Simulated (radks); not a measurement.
Problem. The manganese ion Mn3+, configuration [Ar] 3d4. All-electron calculation, scalar-relativistic Kohn-Sham, PBEsol, spin-polarised, spherical densities, finite nucleus; open shells are filled with parallel spins first; Fermi nuclear charge, rms radius 3.7057 fm. Program: a radial shooting solver on a logarithmic mesh with Libxc functionals. Some entries of the table are withheld. Estimate them.

orbital  occ.  eigenvalue (eV)  <1/r> (bohr^-1)
1s down     1        -6458.803            24.91
1s up       1        -6458.791            24.91
2s up       1        -780.4636            5.295
2s down     1        -778.4292            5.305
2p up       3        -666.8658              (1)
2p down     3        -665.3163              (2)
3s up       1        -123.2750              (3)
3s down     1        -118.5717              (4)
3p up       3         -91.8433            1.547
3p down     3         -87.2124            1.537
3d up       4         -42.8185            1.248
3d down     0         -38.3724            1.224

Solution. 
(1) 2p up <1/r> (bohr^-1): 5.195
(2) 2p down <1/r> (bohr^-1): 5.205
(3) 3s up <1/r> (bohr^-1): 1.676
(4) 3s down <1/r> (bohr^-1): 1.669
